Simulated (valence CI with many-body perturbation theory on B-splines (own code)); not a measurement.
Ca VII: electric-dipole lines

Level of theory: relativistic CI+MBPT: four valence electrons over a frozen Dirac-Fock core [Ne], a basis of 11 s, 11 p, 9 d, 7 f, 5 g, 2 h, 1 i functions for each j, with the one-electron correlation potential Σ1, the two-electron term Σ2, the three-electron term Σ3, Breit, model QED; selected CI, second order for the rest, scaled by the run's own slope (own B-spline code, finite nucleus).

Set against measurement, 17 paired levels are off by 86 cm⁻¹ on average, the worst by 312. These come from a selection out of Sugar and Corliss, J. Phys. Chem. Ref. Data 8, 865 (1979). Levels without a partner in it may be off by more.

Lines 151 to 200 of 222 in falling wavelength, among levels below 477030 cm⁻¹, chosen from the strongest by gf and those to the six lowest levels. Wavelengths and rates use the calculated energies, so an error of 90 cm⁻¹ moves a line at 354.4 Å by 0.032 % and its rate by three times that or more. Electric multipoles are in the length gauge, E1 and E2 with the static RPA response of the core. Weak lines are less certain than strong ones. Lines between different terms over intervals too small for the method are left out, as are lines whose strength nearly cancels. The highest levels of a list are the least certain.

Names give the largest LS component (configuration and term), which can be under half, so a name can repeat, a term be missing and a line seem to break the LS rules; names also repeat where a configuration has a term twice. Letters in brackets count levels of one name in rising energy.

```
λ vac (Å)  λ from measured levels               Upper         Lower   A (s⁻¹)  S (a.u.)
    360.3                              3s 3p2 3d 1P_1  3s 3p3 3P°_2  4.74e+08  3.28e-02
    357.8                          3s 3p2 3d 3P_0 [b]  3s 3p3 3P°_1  2.41e+10  5.44e-01
    357.4                          3s 3p2 3d 3D_2 [a]  3s 3p3 3D°_3  3.87e+09  4.36e-01
    357.3                          3s 3p2 3d 3P_1 [b]  3s 3p3 3P°_2  8.47e+09  5.72e-01
    357.3                          3s 3p2 3d 3P_1 [b]  3s 3p3 3P°_1  7.38e+09  4.98e-01
    357.2                          3s 3p2 3d 3P_1 [b]  3s 3p3 3P°_0  8.20e+09  5.54e-01
    357.2                          3s 3p2 3d 3D_1 [a]  3s 3p3 3D°_2  5.80e+09  3.91e-01
    357.1                          3s 3p2 3d 3D_1 [a]  3s 3p3 3D°_1  1.48e+10  9.98e-01
    357.1                          3s 3p2 3d 3D_3 [a]  3s 3p3 3D°_3  1.85e+10  2.91e+00
    357.0                          3s 3p2 3d 3D_2 [a]  3s 3p3 3D°_2  1.36e+10  1.53e+00
    356.9                          3s 3p2 3d 3D_2 [a]  3s 3p3 3D°_1  3.47e+09  3.89e-01
    356.7                          3s 3p2 3d 3D_3 [a]  3s 3p3 3D°_2  2.56e+09  4.01e-01
    356.3                          3s 3p2 3d 3P_2 [b]  3s 3p3 3P°_2  1.90e+10  2.12e+00
    356.3                          3s 3p2 3d 3P_2 [b]  3s 3p3 3P°_1  5.43e+09  6.06e-01
    354.4                   354.4     3s2 3p 3d 3P°_2  3s2 3p2 3P_2  1.16e+10  1.28e+00
    352.0                   352.0     3s2 3p 3d 3P°_1  3s2 3p2 3P_2  8.67e+09  5.60e-01
    351.3                             3s2 3p 3d 1P°_1  3s2 3p2 1S_0  3.14e+10  2.02e+00
    351.3                   351.4     3s2 3p 3d 3P°_2  3s2 3p2 3P_1  8.73e+09  9.34e-01
    350.2                             3s2 3p 3d 1D°_2  3s2 3p2 3P_2  1.41e+09  1.50e-01
    349.9                              3s 3p2 3d 1F_3  3s 3p3 3D°_3  4.34e+08  6.42e-02
    349.6                              3s 3p2 3d 1F_3  3s 3p3 3D°_2  2.74e+08  4.04e-02
    349.0                   349.0     3s2 3p 3d 3P°_1  3s2 3p2 3P_1  2.89e+09  1.82e-01
    348.0                   348.0     3s2 3p 3d 3P°_0  3s2 3p2 3P_1  2.42e+10  5.04e-01
    347.2                             3s2 3p 3d 1D°_2  3s2 3p2 3P_1  2.27e+09  2.34e-01
    347.1                              3s 3p2 3d 3S_1  3s 3p3 3P°_2  1.45e+10  8.99e-01
    347.0                              3s 3p2 3d 3S_1  3s 3p3 3P°_1  6.99e+09  4.33e-01
    347.0                   347.0     3s2 3p 3d 3P°_1  3s2 3p2 3P_0  1.27e+10  7.87e-01
    347.0                              3s 3p2 3d 3S_1  3s 3p3 3P°_0  1.93e+09  1.19e-01
    344.1                              3s 3p2 3d 5P_3  3s 3p3 5S°_2  3.15e+10  4.43e+00
    343.5                             3s2 3p 3d 3D°_1  3s2 3p2 3P_2  2.45e+09  1.47e-01
    343.0                              3s 3p2 3d 5P_2  3s 3p3 5S°_2  3.17e+10  3.15e+00
    342.8                   342.8     3s2 3p 3d 3D°_2  3s2 3p2 3P_2  1.43e+10  1.42e+00
    342.4                   342.4     3s2 3p 3d 3D°_3  3s2 3p2 3P_2  3.72e+10  5.16e+00
    342.3                              3s 3p2 3d 5P_1  3s 3p3 5S°_2  3.19e+10  1.89e+00
    340.7                             3s2 3p 3d 3D°_1  3s2 3p2 3P_1  1.90e+10  1.11e+00
    339.9                   340.0     3s2 3p 3d 3D°_2  3s2 3p2 3P_1  2.32e+10  2.24e+00
    338.8                             3s2 3p 3d 3D°_1  3s2 3p2 3P_0  1.64e+10  9.43e-01
    336.5                          3s 3p2 3d 3F_2 [b]  3s 3p3 3D°_3  3.32e+08  3.13e-02
    336.2                          3s 3p2 3d 3F_2 [b]  3s 3p3 3D°_2  6.15e+09  5.76e-01
    336.1                          3s 3p2 3d 3F_2 [b]  3s 3p3 3D°_1  1.83e+10  1.71e+00
    335.3                          3s 3p2 3d 3F_3 [b]  3s 3p3 3D°_3  5.38e+09  7.01e-01
    334.9                          3s 3p2 3d 3F_3 [b]  3s 3p3 3D°_2  2.00e+10  2.60e+00
    333.5                          3s 3p2 3d 3F_4 [b]  3s 3p3 3D°_3  2.76e+10  4.54e+00
    333.4                          3s 3p2 3d 3D_1 [b]  3s 3p3 3D°_2  1.54e+09  8.46e-02
    333.3                          3s 3p2 3d 3D_1 [b]  3s 3p3 3D°_1  4.84e+09  2.65e-01
    333.2                          3s 3p2 3d 3D_2 [b]  3s 3p3 3D°_3  6.38e+08  5.82e-02
    332.8                          3s 3p2 3d 3D_2 [b]  3s 3p3 3D°_2  2.48e+09  2.25e-01
    332.7                          3s 3p2 3d 3D_2 [b]  3s 3p3 3D°_1  2.72e+09  2.47e-01
    332.1                          3s 3p2 3d 3D_3 [b]  3s 3p3 3D°_3  2.00e+09  2.54e-01
    331.8                          3s 3p2 3d 3D_3 [b]  3s 3p3 3D°_2  2.79e+09  3.52e-01
```
